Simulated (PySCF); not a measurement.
Compound: C2H2BrN3.
Numbering: `[Br:1][c:2]1[cH:3][n:4][nH:5][n:6]1` (hydrogens: H7 on C3; H8 on N5)

The calculation used PBE0-D3(BJ)/def2-SVP geometry optimisation, gas phase (PySCF 2.14.0).

Task: Give the optimised bond lengths and angles.

Result: 
```
  bond  length (Å)
Br1–C2       1.856
 C2–C3       1.409
 C3–N4       1.327
 N4–N5       1.312
 N5–N6       1.313
 C2–N6       1.325
 C3–H7       1.087
 N5–H8       1.014
```

A selection of angles:
```
    angle  degrees
Br1–C2–C3    128.5
Br1–C2–N6    122.5
 C3–C2–N6    109.0
 C2–C3–N4    107.5
 C2–C3–H7    130.1
 N4–C3–H7    122.4
 C3–N4–N5    103.6
 N4–N5–N6    117.1
 N4–N5–H8    121.7
 N6–N5–H8    121.3
 C2–N6–N5    102.8
```

The 6 heavy atoms lie in one plane (0.000 Å rms). The 5-membered ring C2–C3–N4–N5–N6 has internal angles of 102.8° to 117.1° (sum 540°, against 540° for a flat polygon); it is planar, 0.00 Å rms from its mean plane, widest ring torsion 0°. N5 (pyrrole-type nitrogen) is planar (angles 121.7°, 121.3° and 117.1°, sum 360.0°, 0.00 Å off the plane of its three neighbours).

Point group: Cs (every atom within 0.08 Å of its image). No PBE0-D3(BJ)/def2-SVP frequencies stand behind this structure, so it isn't proved a minimum.

The run took 41 s of wall time on Arm Neoverse V1, one thread, no GPU (shared host), and the process peaked at 0.47 GiB of memory. This is the geometry optimisation.
